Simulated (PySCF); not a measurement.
Delta-SCF ions had no search for a lower state. Excitations are Tamm–Dancoff values on a coarser integration grid. The basis has no diffuse functions, so Rydberg states are missing or too high.

Cartesian coordinates (Å):
```xyz
21

C     -1.5002     1.7612    -1.5098
O     -1.3953     0.4740    -0.9489
Ge     0.0002     0.0003     0.0006
O      0.3521     1.3413     1.0736
C      1.5580     1.4069     1.7973
O     -0.4217    -1.5078     0.7887
C     -1.6786    -1.6943     1.3951
O      1.4657    -0.3063    -0.9113
C      1.6207    -1.4739    -1.6828
H     -0.8323     1.8835    -2.3813
H     -2.5369     1.9011    -1.8526
H     -1.2643     2.5536    -0.7791
H      1.6574     2.4248     2.2045
H      2.4359     1.1979     1.1624
H      1.5661     0.6975     2.6442
H     -2.5071    -1.3677     0.7438
H     -1.7554    -1.1495     2.3531
H     -1.8018    -2.7683     1.6030
H      1.0209    -1.4345    -2.6098
H      1.3357    -2.3819    -1.1246
H      2.6810    -1.5579    -1.9663
```
Charge 0, spin multiplicity 1.

Problem. Give the HOMO, dipole moment, T1 excitation (TDA), vertical ionisation energy (Delta-SCF), S1 excitation (TDA), total energy, HOMO–LUMO gap and S1 oscillator strength at the level PBE0-D4/def2-TZVP // PBE0-D4/def2-SVP run with PySCF.

Solution. 
| Item | Value |
|---|---|
| HOMO | -8.05 eV |
| dipole moment | 0.00 D |
| T1 excitation (TDA) | 6.44 eV |
| vertical ionisation energy (Delta-SCF) | 9.76 eV |
| S1 excitation (TDA) | 6.89 eV |
| total energy | -2537.0265 Ha |
| HOMO–LUMO gap | 8.32 eV |
| S1 oscillator strength | 0.015 |
